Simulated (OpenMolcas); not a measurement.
## Computed levels of Ar3+

```yaml
Program: OpenMolcas
Method: CASSCF
Basis: ANO-RCC-VQZP [6s5p3d2f1g]
Scalar_Hamiltonian: DKH2, point nucleus
Active_space: 3 electrons in 3 orbitals (3p)
State_averaging: 2S+1 = 4 odd, 1 root; 2S+1 = 2 odd, 8 roots
Spin-orbit_coupling: state interaction with AMFI integrals over the reference wave functions, term energies averaged over their components
```

With spin-orbit coupling, above the lowest level:

| Configuration | Term | J | E (cm⁻¹) | Measured (cm⁻¹) | g | Term weight % |
| --- | --- | --- | --- | --- | --- | --- |
| 3s² 3p³ | ⁴S° | 3/2 | 0.0 | 0.0 | 2.002 | 100 |
| 3s² 3p³ | ²D° | 3/2 | 26059 | 21091 | 0.802 | 99 |
| 3s² 3p³ | ²D° | 5/2 | 26150 | 21220 | 1.200 | 100 |
| 3s² 3p³ | ²P° | 1/2 | 43426 | 34855 | 0.666 | 100 |
| 3s² 3p³ | ²P° | 3/2 | 43546 | 35032 | 1.332 | 99 |

Against the 4 measured excited levels shown (Saloman, J. Phys. Chem. Ref. Data 39, 033101 (2010)) the mean absolute deviation is 6700 cm-1; the largest miss in energy is 3s² 3p³ ²P°_1/2: computed 43426, measured 34855 cm⁻¹ (+24.6 %).

Spin-orbit coupling puts the lowest level 29.1 cm⁻¹ below the lowest spin-free term.

With the s shell closed, the reference lacks s² → p² mixing. Measured partners are found by configuration, term and J. A level has none where our copy of the source lacks it or the pairing is in doubt (some pairs that miss far off the trend of their configuration count as doubtful), and it then counts in no deviation. Only configurations of the active space appear.

The term weight is that of the spin-free term in the level, not the purity of its configuration. ° marks odd parity.
